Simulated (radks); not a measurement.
Excited configurations of Sr XXXVII: one electron is placed in a higher orbital outside 1s1. The ground configuration is [He]. Calculated with a radial shooting solver on a logarithmic mesh with Libxc functionals: scalar-relativistic Kohn-Sham, PBE, spin-polarised, spherical densities, finite nucleus; open shells are filled with parallel spins first (spin-orbit coupling, left out, can overturn this in heavy ions); Fermi nuclear charge, rms radius 4.224 fm. Excitation = E - E(ground); binding = E(ion) - E, where the ion is the core of charge +37; n* = 37/sqrt(2 binding) in atomic units. These energies are relativistic, and a one-electron ion of charge +37 with no core already has n* below n in this formula (scalar-relativistic equation, point nucleus: 3s 2.972, 3p 2.985, 4s 3.970, 4p 3.983, 6p 5.980, 7s 6.967, 7p 6.980). The quantum defect is therefore taken as that value minus n*, so that it holds no relativistic shift of the bare ion.

[
 {"outer orbital": "3s", "excitation (eV)": "17236.6", "binding (eV)": "2135.7", "n*": "2.953", "quantum defect": "0.019", "eigenvalue (eV)": "-2110.1", "<r> (bohr)": "0.3538"},
 {"outer orbital": "3p", "excitation (eV)": "17266.1", "binding (eV)": "2106.2", "n*": "2.974", "quantum defect": "0.011", "eigenvalue (eV)": "-2078.8", "<r> (bohr)": "0.3318"},
 {"outer orbital": "4s", "excitation (eV)": "18176.6", "binding (eV)": "1195.7", "n*": "3.947", "quantum defect": "0.023", "eigenvalue (eV)": "-1182.2", "<r> (bohr)": "0.6321"},
 {"outer orbital": "4p", "excitation (eV)": "18188.8", "binding (eV)": "1183.5", "n*": "3.967", "quantum defect": "0.015", "eigenvalue (eV)": "-1169.5", "<r> (bohr)": "0.6117"},
 {"outer orbital": "6p", "excitation (eV)": "18847.2", "binding (eV)": "525.12", "n*": "5.956", "quantum defect": "0.025", "eigenvalue (eV)": "-519.48", "<r> (bohr)": "1.413"},
 {"outer orbital": "7s", "excitation (eV)": "18984.5", "binding (eV)": "387.81", "n*": "6.930", "quantum defect": "0.037", "eigenvalue (eV)": "-383.84", "<r> (bohr)": "1.951"},
 {"outer orbital": "7p", "excitation (eV)": "18986.7", "binding (eV)": "385.60", "n*": "6.950", "quantum defect": "0.029", "eigenvalue (eV)": "-381.59", "<r> (bohr)": "1.935"}
]

The Delta-SCF ionisation energy is 19372.3 eV (NIST Atomic Spectra Database: 19345.6 eV, theoretical). Self-interaction in the functional shifts the binding energies and quantum defects, so they are the method's values and not measured ones.
